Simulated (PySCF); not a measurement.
## Relaxation of triplet ReS₂⁻

These are results of UPBE0/[Re def2-SVPD with ECP60, S def2-SVPD], scalar-relativistic core potentials, density fitting, no spin–orbit coupling, PySCF, not measurements. A (50,194) grid was used.

A hand-made bent start, of C2v symmetry, held to at least that symmetry:

Coordinates in bohr (charge -1 multiplicity 3):
```
Re    0.0000    0.0000   -0.5884
S     3.2972    0.0000    1.7203
S    -3.2972    0.0000    1.7203
```

Optimiser trace:
```tsv
step	E − E(last) (kJ/mol)	largest gradient (Eh/bohr)
0	33.61	0.02707
1	16.94	0.01052
2	3.78	0.01134
3	0.89	0.00759
4	0.09	0.00221
5	0.01	0.00026
6	0.00	0.00004
```

It ends at C2v with Re–S 2.146 Å (×2); S–Re–S 141.1° (after a last refinement on a finer grid). A frequency run shows a minimum.

With open d or f shells other occupations or spin states may lie lower. With an element this heavy the missing spin–orbit coupling can shift these numbers.

The relaxation took about 40 core-seconds on a shared host.
